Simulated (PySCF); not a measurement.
**TDDFT excited states: C6H12O2**

Propyl propanoate, C6H12O2.
Numbering: `[CH3:1][CH2:2][CH2:3][O:4][C:5](=[O:6])[CH2:7][CH3:8]` (hydrogens: H9, H10, H11 on C1; H12, H13 on C2; H14, H15 on C3; H16, H17 on C7; H18, H19, H20 on C8)

Theory: PySCF 2.14.0, density-fitted response routines, TDDFT wB97X-D/def2-SVPD, vertical, gas phase, core orbitals frozen in the response. Isolated species at its PBE0-D3(BJ)/def2-SVP geometry (one conformer only). Torsions of this conformer, `[CH3:1][CH2:2][CH2:3][O:4][C:5](=[O:6])[CH2:7][CH3:8]`: C1–C2–C3–O4 176°, C2–C3–O4–C5 86°, C3–O4–C5–O6 0°, O4–C5–C7–C8 -177°.

```json
{"state": "S1", "E (eV)": "6.03", "E (kJ/mol)": "582", "λ (nm)": "205.6", "f": "0.0007", "|μ| (D)": "0.17", "main configurations (H = HOMO, L = LUMO)": "H→L (74%), H→L+1 (19%)"}
{"state": "S2", "E (eV)": "8.06", "E (kJ/mol)": "778", "λ (nm)": "153.8", "f": "0.013", "|μ| (D)": "0.64", "main configurations (H = HOMO, L = LUMO)": "H→L+1 (40%), H-1→L (26%), H→L (12%)"}
{"state": "S3", "E (eV)": "8.15", "E (kJ/mol)": "787", "λ (nm)": "152.1", "f": "0.147", "|μ| (D)": "2.18", "main configurations (H = HOMO, L = LUMO)": "H-1→L (54%), H→L+1 (26%)"}
{"state": "S4", "E (eV)": "8.61", "E (kJ/mol)": "831", "λ (nm)": "144.0", "f": "0.0010", "|μ| (D)": "0.17", "main configurations (H = HOMO, L = LUMO)": "H-4→L (37%), H-2→L (30%), H-4→L+1 (9%)"}
{"state": "S5", "E (eV)": "8.74", "E (kJ/mol)": "843", "λ (nm)": "141.9", "f": "0.0054", "|μ| (D)": "0.40", "main configurations (H = HOMO, L = LUMO)": "H-1→L+1 (70%), H-1→L (10%), H-1→L+3 (9%)"}
{"state": "S6", "E (eV)": "9.10", "E (kJ/mol)": "878", "λ (nm)": "136.2", "f": "0.0056", "|μ| (D)": "0.40", "main configurations (H = HOMO, L = LUMO)": "H→L+2 (48%), H→L+5 (15%), H→L+4 (11%)"}
{"state": "S7", "E (eV)": "9.17", "E (kJ/mol)": "885", "λ (nm)": "135.2", "f": "0.030", "|μ| (D)": "0.93", "main configurations (H = HOMO, L = LUMO)": "H→L+3 (41%), H→L+4 (16%), H-3→L (16%)"}
{"state": "S8", "E (eV)": "9.20", "E (kJ/mol)": "888", "λ (nm)": "134.8", "f": "0.043", "|μ| (D)": "1.11", "main configurations (H = HOMO, L = LUMO)": "H→L+4 (30%), H-3→L (22%), H-2→L (16%)"}
{"state": "S9", "E (eV)": "9.31", "E (kJ/mol)": "898", "λ (nm)": "133.2", "f": "0.040", "|μ| (D)": "1.07", "main configurations (H = HOMO, L = LUMO)": "H-1→L+2 (40%), H-3→L (15%), H→L+5 (9%)"}
{"state": "S10", "E (eV)": "9.36", "E (kJ/mol)": "904", "λ (nm)": "132.4", "f": "0.021", "|μ| (D)": "0.76", "main configurations (H = HOMO, L = LUMO)": "H-1→L+2 (20%), H-2→L+2 (17%), H-2→L (14%)"}
```

Triplets, Tamm–Dancoff:

```
state  E (eV)  λ (nm)  main configurations (H = HOMO, L = LUMO)
   T1    5.54   223.7                    H→L (74%), H→L+1 (19%)
   T2    6.32   196.2                H-1→L (56%), H-1→L+1 (14%)
   T3    7.99   155.2        H→L+1 (64%), H→L (14%), H→L+5 (8%)
   T4    8.16   151.9                  H-2→L (27%), H-4→L (24%)
```

The lowest singlet comes at 206 nm (582 kJ/mol) in the ultraviolet; it is very weak; its leading configuration is HOMO→LUMO (74%). The most intense listed level is S3 at 8.15 eV (152 nm, f = 0.147), 2.12 eV above S1. Löwdin shares by element: HOMO oxygen 74%, carbon 18% or more; LUMO carbon 38% or more, oxygen 33% (atoms not listed hold the other 29%). The listed states span 3.33 eV, and the widest gap between neighbours is 2.03 eV (S1 to S2). The oscillator strengths of these states sum to 0.306; summed over the whole spectrum of an exact calculation they would give the number of electrons, 64 (Thomas–Reiche–Kuhn). Of the 10 states listed, 6 reach f = 0.01 and none stays under 0.0005. All these states lie below the vertical ionisation energy of 10.23 eV (ΔSCF). Singlets were solved by full linear response, triplets in the Tamm–Dancoff approximation.

The run took 5.3 min wall on Arm Neoverse V1, one thread, no GPU, on a shared host.
